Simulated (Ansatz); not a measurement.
A made-up structure of NH3TeS, closed shell:

```
6
angstrom
N -0.7327 0.1707 -1.1247
Te -0.4965 -0.4958 0.6191
S 1.0344 -0.3353 2.1226
H -0.3486 0.5396 -1.9789
H -1.7402 -0.0360 -1.3674
H 2.2836 0.1568 1.7292
```

It is relaxed with PBE-D4/def2-SVP and then PBE0-D4/def2-TZVP (Ansatz 0.2.0). Atoms count as bonded within 1.22 times the sum of their covalent radii (H–H: 0.88 Å). The end point is not checked to be a true minimum.

Task: Does its bonding change? (A judgement: the text doesn't fix the answer.)

Result: The calculation gives: No: no bond forms or breaks.

Where it ends: The first stage lowers the energy by 3.47 eV in 11 steps. It ends as NH₃TeS ([NH2][Te][SH]):
N1  (-0.697, 0.303, -0.957)
Te2  (-0.234, -1.171, 0.320)
S3  (0.805, 0.113, 2.027)
H4  (-0.236, 0.222, -1.851)
H5  (-1.691, 0.442, -1.069)
H6  (2.054, 0.092, 1.530)
(Å)

Labels in which every atom is bracketed show which atoms are joined, not bond orders.

For scale, one of the runs: PBE0-D4/def2-TZVP relaxation, 136 basis functions, launched by `ansatz run in.yaml --threads 2 --pin off --events-out ev --progress --plain --max-ram 4352MiB`. Hardware: 2 CPU threads of an Arm Neoverse V1, shared host. Wall time about 28 s.
